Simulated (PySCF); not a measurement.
Screening by computed properties: pick the candidate that meets the target.

Each SMILES stands for a single optimised conformer of the isolated species, non-relativistic unless stated; the electronic structure was computed with PySCF and density fitting.

The conformers computed, where there is a choice (atom-mapped SMILES and torsion angles):
- `[O:1]=[c:2]1[c:3]([F:4])[c:5]([O:6][CH:7]([F:8])[F:9])[c:10]1=[O:11]`: C3–C5–O6–C7 173°, C5–O6–C7–F8 159°
- `[O:1]=[S@@:2]1[CH:3]=[CH:4][C@@H:5]([c:6]2[cH:7][cH:8][cH:9][o:10]2)[CH2:11]1`: C4–C5–C6–C7 68°
- `[CH3:1][O:2][c:3]1[p:4][cH:5][s:6][c:7]1[O:8][CH3:9]`: C1–O2–C3–P4 0°, S6–C7–O8–C9 2°

The conformers of `C[C@@]12C=C(F)[C@@H](C=C1F)C2` and `COC(=O)[C@@H]1CC=CCC1` aren't listed.

Task: Wanted: HOMO–LUMO gap above 5.6 eV (PBE0/pcSseg-1) and HOMO energy above -6.55 eV (PBE0/pcSseg-1), at GFN2-xTB geometries. Which candidate meets both?
A. `COC(=O)[C@@H]1CC=CCC1`
B. `COc1pcsc1OC`
C. `C[C@@]12C=C(F)[C@@H](C=C1F)C2`
D. `o1cccc1[C@@H]1C=C[S@](C1)=O`
E. `O=c1c(F)c(OC(F)F)c1=O`

Result: C. Computed values:
```
                      species  HOMO–LUMO gap  HOMO energy
                  COc1pcsc1OC        4.74 eV     -5.91 eV
        O=c1c(F)c(OC(F)F)c1=O        5.40 eV     -7.90 eV
  o1cccc1[C@@H]1C=C[S@](C1)=O        5.78 eV     -6.61 eV
C[C@@]12C=C(F)[C@@H](C=C1F)C2        6.16 eV     -6.49 eV
        COC(=O)[C@@H]1CC=CCC1        7.47 eV     -7.14 eV
```
